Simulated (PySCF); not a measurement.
Computed Raman spectrum (relative Raman activity) of a molecule CH₃ClF₂Si. The structure is a stationary point at B3LYP-D3(BJ)/def2-SVP. Other conformers were not sampled. All values below come from B3LYP-D3(BJ)/def2-SVP (PySCF 2.14.0). Frequencies are harmonic and unscaled.

ν (cm⁻¹): 535 (w), 729 (w), 1425 (w), 1427 (w), 3043 (vs), 3140 (s), 3143 (s) (against the strongest line: vs over 80 %, s over 45 %, m over 15 %, w over 4 %, vw less)

Q: Which structure fits?
A) C[Si](F)(F)Cl
B) FC(F)[SiH2]Cl
C) FC[Si@@H](F)Cl

A: A, C[Si](F)(F)Cl
